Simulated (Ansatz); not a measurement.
`F[SiH](F)[AlH2]` + `S[SiH2]Cl` → `F[SiH](F)S[SiH2]Cl` + `[AlH3]` at 700 K and 1 bar (cleavage of the Si–Al bond).

Calculated with Ansatz (gas phase, PBE0-D4/def2-TZVP geometries, no zero-point term in ΔE). CBS: MP2 limit from def2 TZ/QZ plus the TZ coupled-cluster correction, frozen cores. This one scheme is used for every species. One conformer a species, not always the lowest.

| species | CCSD(T)/CBS energy (Eh) | H − E (kJ/mol) | S (J/(mol·K)) |
| --- | --- | --- | --- |
| `F[SiH](F)[AlH2]` | -732.58614 | 139.0 | 438.6 |
| `S[SiH2]Cl` | -1148.50980 | 126.8 | 380.7 |
| `F[SiH](F)S[SiH2]Cl` | -1637.34667 | 182.9 | 528.3 |
| `[AlH3]` | -243.78045 | 80.2 | 251.4 |

H − E and S are ideal-gas, rigid-rotor, harmonic terms from PBE0-D4/def2-TZVP, for one conformer and one mirror image of each species. 1 Eh = 2625.50 kJ/mol, R = 8.31446 J/(mol·K).

By hand: ΔE, ΔH, ΔS and ΔG.

ΔE = (-1637.34667) + (-243.78045) − (-732.58614) − (-1148.50980) = -0.03118 Eh = -81.9 kJ/mol. Δ(H − E) = 182.9 + 80.2 − 139.0 − 126.8 = -2.7, so ΔH = -84.6 kJ/mol. ΔS = 528.3 + 251.4 − 438.6 − 380.7 = -39.6 J/(mol·K). ΔG = -84.6 − 700 × (-39.6)/1000 = -56.9 kJ/mol.

By hand: the equilibrium constant, and the temperature at which ΔG would vanish if ΔH and ΔS stayed fixed.

log₁₀ K = −ΔG/(RT ln 10) = 4.2. ΔG = 0 at ΔH/ΔS = 2136 K.

ΔH outweighs TΔS. A doubt of 5 kJ/mol in ΔE shifts log₁₀ K by 0.4 here. Other conformers and mirror images would add mixing entropy, several J/(mol·K) or more a flexible species. Modes under 60 cm⁻¹, often nearly free rotors, make the harmonic entropy too high. These are equilibria of isolated gas molecules and say nothing of rates. Largest T1 diagnostic: 0.012 (customary marks: 0.02 for closed shells, 0.045 for open ones).
